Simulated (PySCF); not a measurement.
Input file for PySCF: R-M06-2X/def2-TZVPPD on HF (SMILES F).

```python
from pyscf import gto, dft

mol = gto.M(
    atom='''
    F    -0.23388643    0.85647079    0.58511113
    H    -0.16839628    0.55535679    1.46867864
    ''',
    basis='def2-tzvppd',
    charge=0, spin=0, verbose=4, max_memory=1800)
mf = dft.RKS(mol, xc='m062x').density_fit(auxbasis='def2-universal-jkfit')
mf.grids.level = 4
mf.conv_tol = 1e-9
mf.max_cycle = 150
mf.kernel()
mf.dip_moment()
```

The log:

```
PySCF version 2.14.0

[INPUT] verbose = 4
[INPUT] num. atoms = 2
[INPUT] num. electrons = 10
[INPUT] charge = 0
[INPUT] spin (= nelec alpha-beta = 2S) = 0
[INPUT] symmetry False subgroup None
[INPUT] Mole.unit = angstrom
[INPUT] Symbol           X                Y                Z      unit          X                Y                Z       unit  Magmom
[INPUT]  1 F     -0.233886430000   0.856470790000   0.585111130000 AA   -0.441981296952   1.618495226790   1.105699788135 Bohr   0.0
[INPUT]  2 H     -0.168396280000   0.555356790000   1.468678640000 AA   -0.318222849596   1.049472234518   2.775400394599 Bohr   0.0

nuclear repulsion = 5.0895376372942
number of shells = 21
number of NR pGTOs = 74
number of NR cGTOs = 57
basis = def2-tzvppd
ecp = {}


******** <class 'pyscf.df.df_jk.DFRKS'> ********
method = DFRKS
initial guess = minao
damping factor = 0
level_shift factor = 0
DIIS = <class 'pyscf.scf.diis.CDIIS'>
diis_start_cycle = 1
diis_space = 8
diis_damp = 0
SCF conv_tol = 1e-09
SCF conv_tol_grad = None
SCF max_cycles = 150
direct_scf = False
XC library pyscf.dft.libxc version 7.1.2
    S. Lehtola, C. Steigemann, M. J. T. Oliveira, and M. A. L. Marques,  SoftwareX 7, 1–5 (2018)
XC functionals = m062x
    Y. Zhao and D. G. Truhlar,  Theor. Chem. Acc. 120, 215 (2008)
    Y. Zhao and D. G. Truhlar,  Theor. Chem. Acc. 120, 215 (2008)
radial grids:
    Treutler-Ahlrichs [JCP 102, 346 (1995); DOI:10.1063/1.469408] (M4) radial grids

becke partition: Becke, JCP 88, 2547 (1988); DOI:10.1063/1.454033
pruning grids: <function nwchem_prune>
grids dens level: 4
symmetrized grids: False
atomic radii adjust function: <function treutler_atomic_radii_adjust>
small_rho_cutoff = 0
Set gradient conv threshold to 3.16228e-05
Initial guess from minao.
tot grids = 44544
******** <class 'pyscf.df.df.DF'> ********
auxbasis = def2-universal-jkfit
init E= -100.328491518435
  HOMO = -0.567759726209233  LUMO = 0.0112515700306588  gap/eV = 15.75570
cycle= 1 E= -100.42112414731  delta_E= -0.0926  |g|= 0.44  |ddm|=  0.6
  HOMO = -0.417051026611907  LUMO = 0.0161365563470284  gap/eV = 11.78763
cycle= 2 E= -100.419554972125  delta_E= 0.00157  |g|= 0.509  |ddm|= 0.443
  HOMO = -0.51845807330049  LUMO = 0.015483151129132  gap/eV = 14.52928
cycle= 3 E= -100.454398502828  delta_E= -0.0348  |g|= 0.0238  |ddm|= 0.191
  HOMO = -0.515925585713571  LUMO = 0.0196059811938127  gap/eV = 14.57256
cycle= 4 E= -100.454472518985  delta_E= -7.4e-05  |g|= 0.00402  |ddm|= 0.0111
  HOMO = -0.516950708078708  LUMO = 0.0198919929447001  gap/eV = 14.60823
cycle= 5 E= -100.454475660756  delta_E= -3.14e-06  |g|= 0.000456  |ddm|= 0.00252
  HOMO = -0.516920141565864  LUMO = 0.0199310156476145  gap/eV = 14.60846
cycle= 6 E= -100.454475765426  delta_E= -1.05e-07  |g|= 6.59e-05  |ddm|= 0.000617
  HOMO = -0.516919319406577  LUMO = 0.0199363207448258  gap/eV = 14.60859
cycle= 7 E= -100.454475768044  delta_E= -2.62e-09  |g|= 3.76e-06  |ddm|= 0.0001
  HOMO = -0.516920819375158  LUMO = 0.0199362002626344  gap/eV = 14.60862
cycle= 8 E= -100.454475768051  delta_E= -6.52e-12  |g|= 2.86e-07  |ddm|= 8.68e-06
  HOMO = -0.516920730495961  LUMO = 0.0199362637847145  gap/eV = 14.60862
Extra cycle  E= -100.454475768051  delta_E= -2.27e-13  |g|= 8.05e-08  |ddm|= 2.81e-07
converged SCF energy = -100.454475768051
Dipole moment(X, Y, Z, Debye):  0.13074, -0.60116,  1.76401
```

The calculation finished and met its thresholds.

Cost: roughly 2.9 core-seconds.
